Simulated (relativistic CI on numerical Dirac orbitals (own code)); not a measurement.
Sensitivity of the levels of Cd¹²⁺ to α and to the nuclear radius

Calculated at this level of theory: Dirac-Coulomb-Breit CI, KLI orbitals optimised for each configuration, derivatives by finite differences, unscaled Slater integrals, QED left out (own radial code, finite nucleus).

Configuration list (outside the closed core [Ar] 3d10): 4s²4p⁶, 4s²4p⁵4d, 4s4p⁶4d, 4s²4p⁵4f, 4s4p⁶4f, 4p⁶4d², 4p⁵4d³, 4p⁵4d²4f. Double excitations out of closed p, d and f shells are left out; levels of such configurations are missing from the list, as are those of other unlisted configurations, and high levels can miss mixing partners.

With x = (α/α₀)² − 1 an excitation energy changes as ω = ω₀ + qx; K = 2q/ω₀ is the relative enhancement. Terms are leading LS components, so labels can repeat. The field-shift factor is F = δν/δ⟨r²⟩ for the transition from the lowest level.

Lowest level 4s²4p⁶ ¹S0.

```csv
Level,ω₀ (cm⁻¹),q (cm⁻¹),F (GHz/fm²)
4s²4p⁵4d ³P°0,472382,4753,1.45
4s²4p⁵4d ³P°1,479964,9408,1.42
4s²4p⁵4d ³P°2,495099,17420,1.4
4s²4p⁵4d ³F°4,496124,14790,1.38
4s²4p⁵4d ³F°3,497822,8599,1.28
4s²4p⁵4d ³F°2,509168,13900,1.32
4s²4p⁵4d ³D°3,528995,14250,1.64
4s²4p⁵4d ³D°1,549563,37230,0.932
4s²4p⁵4d ³F°2,556065,62560,0.125
4s²4p⁵4d ³D°2,571346,71190,0.348
4s²4p⁵4d ¹F°3,577429,74200,0.207
4s²4p⁵4d ¹P°1,695051,40470,1.24
4s4p⁶4d ³D1,900359,78770,-69.3
```

At this charge energies of transitions that change n are usually good to better than 1 %, and those within a shell (Δn = 0) to a few per cent.

Problem. Which transition from the lowest level has the largest |K|?

Solution. 4s²4p⁵4d ¹F°3 at 577429 cm⁻¹, K = 0.257.
